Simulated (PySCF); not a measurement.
Input file for PySCF: R-HF/STO-3G on C3H7NO (a complex).

```python
from pyscf import gto, scf, dft, mp
from pyscf.data.elements import chemcore

mol = gto.M(
    atom='''
    C    -0.29343518    0.18842757   -0.30607764
    N    -0.36187379    0.30994277   -1.44479654
    H    -0.22674346    0.07381931    0.76549733
    C     0.09015317   -1.38558648    3.32825538
    O    -0.10383292   -0.13459792    2.69526351
    C    -0.05130747    0.95794617    3.59351146
    H    -0.68657710   -1.57061725    4.07897950
    H     1.07163745   -1.43337276    3.81377797
    H     0.03358843   -2.15299340    2.55817372
    H    -0.83392717    0.87721778    4.35648410
    H    -0.20964989    1.86522187    3.01307083
    H     0.92422384    1.01301323    4.09013645
    ''',
    basis='sto-3g',
    charge=0, spin=0, verbose=3, max_memory=1800)
mf = scf.RHF(mol)
mf.conv_tol = 1e-8
mf.max_cycle = 100
mf.kernel()
if not mf.converged:
    mf = mf.newton().run(mf.mo_coeff, mf.mo_occ)
```

Question: What total energy does the run end on?

Answer: -243.8165 hartree.
